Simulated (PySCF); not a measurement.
# Radial density of Mn⁺ (manganese, charge +1)

UHF, [Ar] 3d5 4s1, high-spin 7S determinant. Computed with PySCF 2.14 in Sapporo-DKH3-DZP-2012 (6s5p3d1f, 43 functions), with scalar relativity by spin-free X2C-1e.

```json
{"r (bohr)": "0.00129", "4πr²ρ (e/bohr)": "0.2940", "4πr²(ρα − ρβ)": "0.0001"}
{"r (bohr)": "0.00217", "4πr²ρ (e/bohr)": "0.7400", "4πr²(ρα − ρβ)": "0.0003"}
{"r (bohr)": "0.00365", "4πr²ρ (e/bohr)": "1.823", "4πr²(ρα − ρβ)": "0.0008"}
{"r (bohr)": "0.00614", "4πr²ρ (e/bohr)": "4.272", "4πr²(ρα − ρβ)": "0.0018"}
{"r (bohr)": "0.0103", "4πr²ρ (e/bohr)": "9.330", "4πr²(ρα − ρβ)": "0.0038"}
{"r (bohr)": "0.0174", "4πr²ρ (e/bohr)": "17.87", "4πr²(ρα − ρβ)": "0.0069"}
{"r (bohr)": "0.0292", "4πr²ρ (e/bohr)": "27.30", "4πr²(ρα − ρβ)": "0.0087"}
{"r (bohr)": "0.0491", "4πr²ρ (e/bohr)": "29.49", "4πr²(ρα − ρβ)": "0.0037"}
{"r (bohr)": "0.0827", "4πr²ρ (e/bohr)": "23.49", "4πr²(ρα − ρβ)": "-0.0005"}
{"r (bohr)": "0.139", "4πr²ρ (e/bohr)": "28.24", "4πr²(ρα − ρβ)": "0.0729"}
{"r (bohr)": "0.234", "4πr²ρ (e/bohr)": "31.12", "4πr²(ρα − ρβ)": "0.5185"}
{"r (bohr)": "0.393", "4πr²ρ (e/bohr)": "13.28", "4πr²(ρα − ρβ)": "2.0880"}
{"r (bohr)": "0.662", "4πr²ρ (e/bohr)": "14.64", "4πr²(ρα − ρβ)": "4.1970"}
{"r (bohr)": "1.11", "4πr²ρ (e/bohr)": "9.340", "4πr²(ρα − ρβ)": "3.3584"}
{"r (bohr)": "1.87", "4πr²ρ (e/bohr)": "1.816", "4πr²(ρα − ρβ)": "1.3238"}
{"r (bohr)": "3.15", "4πr²ρ (e/bohr)": "0.4347", "4πr²(ρα − ρβ)": "0.4319"}
{"r (bohr)": "5.30", "4πr²ρ (e/bohr)": "0.03765", "4πr²(ρα − ρβ)": "0.0376"}
{"r (bohr)": "8.91", "4πr²ρ (e/bohr)": "0.0001722", "4πr²(ρα − ρβ)": "0.0002"}
```

Densities and radii are taken from the X2C orbitals without a picture-change correction, which distorts them close to the nucleus.
